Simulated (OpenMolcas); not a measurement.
B2H4F2 (diborane 1,2-di F): a line through the functionals

The species is B2H4F2 (8 atoms), meant as a singlet with charge 0. The coordinates come from a GFN2-xTB relaxation.

The dipole moment y, in D, basis def2-SVPD; a is the functional's share of exact exchange. Programs: OpenMolcas 26.06.

| functional | program | a | y (D) |
| --- | --- | --- | --- |
| revPBE | OpenMolcas | 0 | 1.43 |
| TPSS | OpenMolcas | 0 | 1.50 |
| B3LYP | OpenMolcas | 0.2 | 1.65 |
| PBE0 | OpenMolcas | 0.25 | ? |
| BHLYP | OpenMolcas | 0.5 | 1.85 |

**Question.** Fit y = c + s·a to the known rows and predict PBE0.

**Answer.** 
1. Means of the 4 rows: a = 0.1750, y = 1.607.
2. Σ(Δa)² = 0.1675, Σ(Δa·Δy) = 0.12975, so the slope is 0.12975/0.1675 = 0.77463.
3. Intercept: 1.607 − (0.77463) × 0.1750 = 1.471. The largest residual of the fit is 0.041.
4. PBE0: 1.471 + (0.77463) × 0.25 = 1.66 D.

The run gave 1.65 D, so the prediction is off by +0.01 D, within the scatter of the fit. More exact exchange makes the molecule more polar here. The rows mix families of semi-local functionals, which the line can't see.
